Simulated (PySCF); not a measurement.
## Functional dependence of a UV spectrum

CH₇ClGeOSi.
SMILES: `ClC[SiH2][O][GeH3]`

Linear-response calculations in the def2-SVPD basis (PySCF; singlets by full response, triplets Tamm–Dancoff, core orbitals frozen in the response; HF means time-dependent Hartree–Fock). 'Strongest' is the level of largest summed f among the singlets computed (10 roots, of which the last may lack a degenerate partner); it can jump between rows when another state enters that window. S1 is the lowest singlet of each run and needn't be the same state throughout; f(S1) is that of one state. The structure is a single PBE0-D3(BJ)/def2-SVP conformer in the gas phase; no vibrational or solvent corrections. Relativistic effects, spin–orbit coupling among them, are left out although an element past zinc is present.

```json
{"functional": "LDA", "kind": "LDA", "S1 (eV)": "5.53", "f(S1)": "0.009", "strongest (eV)": "6.69", "T1 (eV)": "5.32", "HOMO (eV)": "-6.78", "gap (eV)": "5.43", "ionisation energy, ΔSCF (eV)": "9.47"}
{"functional": "PBE", "kind": "GGA", "S1 (eV)": "5.67", "f(S1)": "0.008", "strongest (eV)": "6.76", "T1 (eV)": "5.39", "HOMO (eV)": "-6.70", "gap (eV)": "5.57", "ionisation energy, ΔSCF (eV)": "9.38"}
{"functional": "B3LYP", "kind": "global hybrid, 20% exact exchange", "S1 (eV)": "6.36", "f(S1)": "0.018", "strongest (eV)": "7.50", "T1 (eV)": "5.81", "HOMO (eV)": "-7.81", "gap (eV)": "7.35", "ionisation energy, ΔSCF (eV)": "9.85"}
{"functional": "BHandHLYP", "kind": "global hybrid, 50% exact exchange", "S1 (eV)": "6.93", "f(S1)": "0.024", "strongest (eV)": "8.58", "T1 (eV)": "6.23", "HOMO (eV)": "-9.28", "gap (eV)": "9.88", "ionisation energy, ΔSCF (eV)": "10.29"}
{"functional": "CAM-B3LYP", "kind": "range-separated hybrid", "S1 (eV)": "6.69", "f(S1)": "0.021", "strongest (eV)": "8.19", "T1 (eV)": "6.03", "HOMO (eV)": "-9.40", "gap (eV)": "10.10", "ionisation energy, ΔSCF (eV)": "10.21"}
{"functional": "wB97X-D", "kind": "range-separated hybrid", "S1 (eV)": "6.75", "f(S1)": "0.021", "strongest (eV)": "8.37", "T1 (eV)": "6.10", "HOMO (eV)": "-9.90", "gap (eV)": "11.41", "ionisation energy, ΔSCF (eV)": "10.16"}
{"functional": "LC-wPBE", "kind": "range-separated hybrid", "S1 (eV)": "6.99", "f(S1)": "0.017", "strongest (eV)": "8.82", "T1 (eV)": "6.20", "HOMO (eV)": "-10.75", "gap (eV)": "12.56", "ionisation energy, ΔSCF (eV)": "10.51"}
{"functional": "HF", "kind": "Hartree–Fock", "S1 (eV)": "7.64", "f(S1)": "0.026", "strongest (eV)": "9.67", "T1 (eV)": "6.76", "HOMO (eV)": "-11.25", "gap (eV)": "13.39", "ionisation energy, ΔSCF (eV)": "not settled"}
```

Q: What does PBE0 (global hybrid, 25% exact exchange) give?

A: S1 (eV) 6.49, f(S1) 0.020, strongest (eV) 7.77, T1 (eV) 5.86, HOMO (eV) -8.03, gap (eV) 7.80, ionisation energy, ΔSCF (eV) 9.91. S1 runs from 5.53 eV (LDA) to 7.64 eV (HF), a spread of 2.11 eV, while the orbital gap spreads over 8.0 eV. Along PBE (0%), B3LYP (20%), PBE0 (25%), BHandHLYP (50%), HF (100%) S1 rises with the share of exact exchange. −ε(HOMO) comes closest to its own ΔSCF ionisation energy with LC-wPBE (+0.23 eV) and misses most with LDA (-2.69 eV). 'Not settled' means that the ion's SCF failed to converge or may have ended in another state than the lowest.
